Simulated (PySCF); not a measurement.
C₂H₂Cl, SMILES [CH]=CCl, multiplicity 2.

The structure is a stationary point at PBE0-D3(BJ)/def2-TZVP. The isomer is the one that the SMILES or the coordinates give; other isomers of the formula were not compared.

Calculation: PBE/def2-TZVPD (PySCF).

Gas-phase values at a fixed geometry.

```json
{
 "total_energy": "-537.25600 hartree",
 "point_group": "Cs",
 "α spin, highest occupied and lowest empty level": "-6.26 and -1.44 eV",
 "β spin, highest occupied and lowest empty level": "-6.53 and -4.04 eV",
 "dipole_moment": "0.83 D",
 "quadrupole, principal values (traceless, Buckingham form, about the centre of nuclear charge)": "-2.83, -1.26, 4.09 D·Å",
 "mean_static_polarisability": "41.9 bohr³ (6.20 Å³)",
 "polarisability_principal_values": "30.5, 37.0, 58.1 bohr³",
 "⟨S²⟩": "0.758 (pure state 0.75)"
}
```
